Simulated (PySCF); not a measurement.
Nd(3+) (neodymium, charge +3) across methods

[Xe] 4f3, one real determinant. Calculation: PySCF 2.14, in x2c-TZVPPall (11s7p7d4f2g, 113 functions); the spin-free X2C one-electron Hamiltonian (Gaussian nucleus).

| method | E (hartree) | mean ε 5p α (eV) | mean ε 5p β (eV) | mean ε 4f α (eV) | Σ⟨r²⟩ (bohr²) | ⟨S²⟩ |
| --- | --- | --- | --- | --- | --- | --- |
| r2SCAN | -9621.84 | -49.082 | -47.935 | -32.790 | 37.29 | 3.752 |
| LDA | -9614.09 | -48.678 | -47.663 | -32.208 | 37.31 | 3.751 |
| PBE0 | -9621.47 | -50.315 | -49.219 | -34.927 | 37.27 | 3.751 |
| PBE | -9621.46 | -48.462 | -47.437 | -32.182 | 37.32 | 3.751 |
| UHF | -9618.33506 | -54.653 | -53.190 | -42.464 | 37.39 | 3.753 |

⟨L²⟩ = 34.01 against 42 for a pure I term, so this real determinant mixes terms. Spin-orbit coupling, absent here, splits the open shell strongly.
